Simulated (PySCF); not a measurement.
I₄Ta (SMILES [I][Ta+]([I])([I])[I]), charge +1, singlet, geometry from GFN2-xTB (such geometries of metal compounds can be far from the true shape) (the multiplicity is a formal guess) (core potentials on I, Ta).

Input for PySCF:
```python
from pyscf import gto, scf, dft

mol = gto.Mole()
mol.atom = '''
    Ta   -0.000000    0.000000    0.000000
    I     2.110035   -0.609754   -1.508469
    I     0.788694    0.387424    2.515430
    I    -1.140795    2.222968   -0.925489
    I    -1.757935   -2.000638   -0.081473
'''
mol.basis = 'def2-svp'
mol.ecp = {'I': 'def2-svp', 'Ta': 'def2-svp'}
mol.charge = 1
mol.spin = 0
mol.verbose = 4
mol.build()

mf = dft.RKS(mol)
mf.xc = 'wb97x'
mf = mf.density_fit(auxbasis='def2-universal-jkfit')
mf.kernel()
```

Problem. Give the Mulliken (on the basis functions themselves) charges in atom order at the level DF-WB97X/def2-SVP (PySCF).

Solution. Ta1 0.63, I2 0.09, I3 0.09, I4 0.09, I5 0.09

Problem. Give the nuclear repulsion energy at the level DF-WB97X/def2-SVP.

Solution. 714.2562 Eh

Problem. What total energy does DF-WB97X/def2-SVP give?

Solution. -1247.9277 Eh

Problem. Give the HOMO-LUMO gap at the level DF-WB97X/def2-SVP.

Solution. 7.69 eV

Problem. Estimate the HOMO energy that DF-WB97X/def2-SVP returns for this input.

Solution. -14.22 eV

Problem. Estimate the number of basis functions that DF-WB97X/def2-SVP returns for this input.

Solution. 136
